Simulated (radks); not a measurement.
Results of a calculation; reference values are marked as such.
Hg2+, 78 electrons, occupied as [Xe] 4f14 5d10 (the NIST ground configuration).

Code: a radial shooting solver on a logarithmic mesh with Libxc functionals. Model: scalar-relativistic Kohn-Sham, PBEsol, spin-polarised, spherical densities, point nucleus; hard spherical wall at 3 bohr.

Energy parts (eV):
total: -533770.70
kinetic: 599432.27
electron-nucleus: -1329241.45
Hartree: 205968.80
exchange-correlation: -9930.31

Orbitals (lengths in bohr, moments of r in powers of bohr; r(90%) holds 90 % of the orbital's charge):
| orbital | occ. | eigenvalue (eV) | r(90%) | <r^2> |
|---|---|---|---|---|
| 1s | 2 | -83170.78 | 0.0303 | 0.0003807 |
| 2s | 2 | -14750.07 | 0.109 | 0.005796 |
| 2p | 6 | -12720.29 | 0.103 | 0.004899 |
| 3s | 2 | -3509.020 | 0.265 | 0.03735 |
| 3p | 6 | -2922.743 | 0.272 | 0.03850 |
| 3d | 10 | -2306.214 | 0.256 | 0.03189 |
| 4s | 2 | -780.4969 | 0.572 | 0.1799 |
| 4p | 6 | -588.3273 | 0.617 | 0.2059 |
| 4d | 10 | -360.5105 | 0.670 | 0.2330 |
| 5s | 2 | -130.9891 | 1.29 | 0.9190 |
| 4f | 14 | -107.9405 | 0.774 | 0.2822 |
| 5p | 6 | -79.7442 | 1.52 | 1.231 |
| 5d | 10 | -22.5799 | 1.98 | 2.035 |
| 6s | 0 | -9.9017 | 2.39 | 3.488 |
| 6p | 0 | 7.9887 | 2.47 | 3.764 |
| 5f | 0 | 23.7678 | 2.38 | 3.376 |

The highest occupied level is 5d at -22.580 eV. The density falls to 0.001 e/bohr^3 at r = 2.81 bohr. Summed over all electrons, <r^2> = 38.11 bohr^2, which gives a Langevin (diamagnetic) susceptibility term of -30.2 x 10^-6 cm^3/mol.
